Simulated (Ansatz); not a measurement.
(BeTe)2 ring (Be₂Te₂). Charge 0, multiplicity 1. Geometry relaxed at PBE0-D4/def2-TZVP.

```csv
atom,x (Å),y (Å),z (Å)
Be1,-0.054,-0.435,-0.944
Te2,-1.860,-0.648,0.405
Be3,0.054,0.435,0.944
Te4,1.860,0.648,-0.405
```

In the def2 sets Te takes a core potential; there is no spin–orbit coupling.

Problem. Estimate the harmonic wavenumbers at RKS PBE0-D4/def2-TZVP (Ansatz, unscaled). Is this a minimum?

Solution. 183, 203, 375, 554, 657, 710 cm⁻¹. Yes, no mode is imaginary beyond noise. Zero-point energy 16.0 kJ/mol. It took 35 s on 4 threads of Arm Neoverse V1 on a shared host.
